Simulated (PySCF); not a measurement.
A structure optimised at B3LYP-D3(BJ)/def2-SVP, used in a PySCF frequency run:

```xyz
7

In     0.2293    -0.0049     0.0000
O      2.2342    -0.0171     0.0000
H      2.6121     0.8737     0.0000
S     -1.0341     2.0650     0.0000
H      0.0807     2.8345     0.0000
S     -0.8243    -2.1710     0.0000
H     -2.0686    -1.6356     0.0000
```
Charge 0, spin multiplicity 1.

Q: Write its SMILES, formula and point group.

A: [OH][In]([SH])[SH], H₃InOS₂, Cs

Q: What are its rotational constants (standard atomic weights)?

A: 3.3055, 1.6868, 1.1169 GHz
